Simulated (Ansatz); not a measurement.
Species: C2H7O2Si (charge 0, doublet). It need not be the lowest isomer of its formula. 
Structure (B3LYP-D3(BJ)/def2-TZVP (Ansatz, a first-principles code) minimum search):
SMILES: C[Si](C)([O])O
```xyz
12

C      1.5812    -0.8368     0.3387
Si    -0.0304     0.0560    -0.0501
C     -1.5452    -0.8276     0.5735
O      0.0272     0.0758    -1.7036
O     -0.0833     1.5522     0.6400
H      1.5690    -1.8574    -0.0422
H      2.4401    -0.3157    -0.0842
H      1.6886    -0.8605     1.4264
H     -2.4507    -0.3228     0.2347
H     -1.5658    -1.8571     0.2150
H     -1.5486    -0.8322     1.6652
H      0.5250     2.2242     0.3221
```
Charge 0, spin multiplicity 2.

Quantity: atomisation energy (electronic, to ground-state atoms), in eV. Valence correlation only, unless marked. Open shells are spin-unrestricted. No spin-orbit coupling. Non-relativistic. The coupled-cluster limit lacks core correlation, which all-electron functionals hold. Basis-set limits of correlation are two-point, X^-3; Hartree-Fock from the larger set.

```json
[
 {"level": "HF/cc-pV(T+d)Z", "program": "Ansatz", "atomisation energy (eV)": "35.22"},
 {"level": "revPBE-D4/def2-TZVPD", "program": "Ansatz + dftd4", "atomisation energy (eV)": "47.04"},
 {"level": "revPBE/def2-TZVPD", "program": "Ansatz", "atomisation energy (eV)": "46.31"},
 {"level": "r2SCAN-D3(BJ)/def2-TZVPD", "program": "Ansatz + dftd3", "atomisation energy (eV)": "47.69"},
 {"level": "PBE0-D3(BJ)/def2-TZVP", "program": "Ansatz + dftd3", "atomisation energy (eV)": "47.31"},
 {"level": "r2SCAN0/def2-TZVPD", "program": "Ansatz", "atomisation energy (eV)": "46.88"},
 {"level": "CAM-B3LYP-D4/def2-TZVPD", "program": "Ansatz + dftd4", "atomisation energy (eV)": "47.65"}
]
```

### Question
What does CCSD(T)/CBS(cc-pV(T+d)Z,cc-pV(Q+d)Z) (Ansatz) give?

### Answer
47.52 eV, so CAM-B3LYP-D4/def2-TZVPD differs from it by 0.13 eV.
